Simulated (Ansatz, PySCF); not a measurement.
The pair A = C2H6 (SMILES CC) (first 8 atoms), B = H2Se (SMILES [SeH2]); geometry from B3LYP-D3(BJ)/def2-TZVP.
(charge 0, multiplicity 1):
```xyz
11

C      0.4827    -0.4523     0.0190
C     -0.4743     0.7128    -0.2151
H      1.3426    -0.1438     0.6175
H      0.8650    -0.8492    -0.9235
H     -0.0128    -1.2724     0.5430
H     -0.8554     1.1088     0.7279
H     -1.3333     0.4054    -0.8147
H      0.0202     1.5320    -0.7406
Se    -0.0116    -0.1591     3.6375
H      0.0735    -0.3373     5.0951
H      0.9770    -1.2232     3.4130
```

Correlated levels freeze the cores. Filled d and f shells under p-block atoms count as core. CBS(a, b) extrapolates the correlation energy as X⁻³ and adds the Hartree–Fock energy of set b. MP2 and its Hartree–Fock in aug-cc-pVTZ are density fitted.

Codes used: Ansatz (Gaussian orbitals); PySCF for the dispersion terms. Each number belongs to the level named beside it.

The monomers are drawn apart, rigid, along the line of their centres of mass. Counterpoise-corrected interaction energies (kcal/mol):

```json
[
 {"level": "PBE-D3(BJ)/def2-TZVPPD", "R = 5.229 Å": "-0.3902", "R = 6.694 Å": "-0.0725"},
 {"level": "wB97M-V/def2-TZVPPD", "R = 5.229 Å": "-0.2829", "R = 6.694 Å": "-0.0601"},
 {"level": "MP2/CBS(aug-cc-pVDZ, aug-cc-pVTZ) + ΔCCSD(T)/aug-cc-pVDZ", "R = 5.229 Å": "-0.2914", "R = 6.694 Å": "-0.0624"}
]
```

R is the distance of the centres of mass. Find the local exponent m of E ∝ R⁻ᵐ between the two points.


m = ln(E₁/E₂)/ln(R₂/R₁): PBE-D3(BJ)/def2-TZVPPD 6.8; wB97M-V/def2-TZVPPD 6.3; MP2/CBS(aug-cc-pVDZ, aug-cc-pVTZ) + ΔCCSD(T)/aug-cc-pVDZ 6.2. For scale, two fixed dipoles give m = 3, dipole and quadrupole 4, quadrupoles 5, and dispersion or dipole-induced dipole 6 at long range; at these distances several terms mix, and what is left of overlap and damping shifts m, so it need not match one of them.

Ansatz is a program for electronic structure.
